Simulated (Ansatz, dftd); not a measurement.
System: CH₆AlN, charge 0, singlet. CH6AlN (SMILES [AlH2][NH]C).
B3LYP-D3(BJ)/def2-TZVP minimum from Ansatz (an electronic-structure program):
```xyz
9

Al    -0.0946     0.2060     1.2117
H     -1.2769     0.7261     2.1176
H      1.3393    -0.1902     1.7379
N     -0.4010     0.0561    -0.5263
C      0.5019    -0.3928    -1.5769
H     -1.3098     0.3024    -0.8932
H      0.6750     0.3814    -2.3321
H      0.1266    -1.2838    -2.0918
H      1.4706    -0.6495    -1.1447
```
Charge 0, spin multiplicity 1.

Quantity: atomisation energy (electronic, to ground-state atoms), in kcal/mol. Radicals and triplets start from unrestricted determinants; spin-orbit coupling is neglected. CBS(X,Y): correlation extrapolated as X^-3, Hartree-Fock from the larger set. A bracket is a step between two methods taken in the basis named. Functionals run without relativity, which enters their misses. '+ core + X2C': CCSD(T) terms for core correlation (cc-pwCVTZ, 1s frozen past Ne) and scalar relativity (cc-pVTZ-DK). For partners of very few electrons the exact lower level stands in for a higher one.

Compared with CCSD(T)/CBS(cc-pV(T+d)Z,cc-pV(Q+d)Z) + [CCSDT(Q) - CCSD(T)]/cc-pV(D+d)Z + core + X2C (Ansatz): 707.0 kcal/mol.

**Question.** Rank these levels by how close they come to it, closest first: r2SCANh/def2-TZVPD (Ansatz); CAM-B3LYP-D3(BJ)/def2-TZVPD (Ansatz + dftd3); B3LYP/def2-TZVPD (Ansatz).

**Answer.** B3LYP/def2-TZVPD (703.5 kcal/mol, difference -3.5), CAM-B3LYP-D3(BJ)/def2-TZVPD (711.2 kcal/mol, difference 4.2), r2SCANh/def2-TZVPD (699.0 kcal/mol, difference -8.0)
